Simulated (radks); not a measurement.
Polarisability of neutral magnesium, [Ne] 3s2, at imaginary frequency. Method: non-relativistic Kohn-Sham, LDA (Slater exchange, Perdew-Wang correlation), spin-unpolarised, spherical densities, point nucleus; computed with a radial shooting solver on a logarithmic mesh with Libxc functionals. Response by self-consistent Sternheimer equations with the Hartree and adiabatic LDA kernel.

w (hartree)  alpha1(iw) (bohr^3)  alpha2(iw) (bohr^5)
0.00266                    71.37                869.7
0.0143                     70.82                866.1
0.0360                     67.94                846.6
0.0697                     60.03                789.2
0.118                      46.39                673.8
0.186                      30.84                508.8
0.280                      18.21                336.7
0.413                      10.00                198.7
0.605                      5.314                107.2
0.892                      2.795                53.71
1.35                       1.476                24.95
2.12                      0.7752                10.54
3.59                      0.3775                3.852
6.94                      0.1429                1.088
17.5                     0.02963               0.1784

Static values: alpha1 = 71.39 bohr^3 (10.58 angstrom^3; uncoupled 122.2), alpha2 = 869.8 bohr^5, alpha3 = 16740 bohr^7. C6 = 623.0, C8 = 43800, triple-dipole C9 = 33020 atomic units. One-pole (London) frequency 4 C6 / (3 alpha1^2) = 0.163 hartree, against 0.175 for minus the highest occupied eigenvalue. The dipole shielding factor is 1.000, as the force sum rule N/Z = 1.000 demands. Recommended static value: 71.2 bohr^3 (Schwerdtfeger and Nagle, 2023 table).
